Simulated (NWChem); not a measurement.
# Correlation energy of BrSi

```xyz
2

Si     0.0000     0.0000     1.5996
Br     0.0000     0.0000    -0.6398
```
Charge 0, spin multiplicity 2.

All runs are NWChem calculations. Structure: optimised with UPBE0/def2-SVP, a minimum by its harmonic frequencies.

Basis set: def2-SVP. Each correlation energy counts from its own Hartree-Fock reference.

The Hamiltonian is non-relativistic. The correlated methods keep 14 core orbitals frozen. This spin state was chosen for the runs; another may lie lower. The structure started from a generated list of species. The unpaired electrons of the parent sit in orbitals of symmetry b2 (C2v labels of the run); other states weren't searched. No SCF solution was tested for a lower state. Open-shell Hartree-Fock references start from PBE0 orbitals. No row is a measurement; the coupled-cluster row has its own basis-set and correlation limits.

Order these methods by the correlation energy they give, lowest first: SCS-UMP2, CCSD on ROHF, CCSD[T] on ROHF, CCSD on UHF, UMP2.

CCSD[T] on ROHF (-316.9 mHa), CCSD on ROHF (-308.3 mHa), CCSD on UHF (-304.3 mHa), UMP2 (-287.6 mHa), SCS-UMP2 (-270.2 mHa)
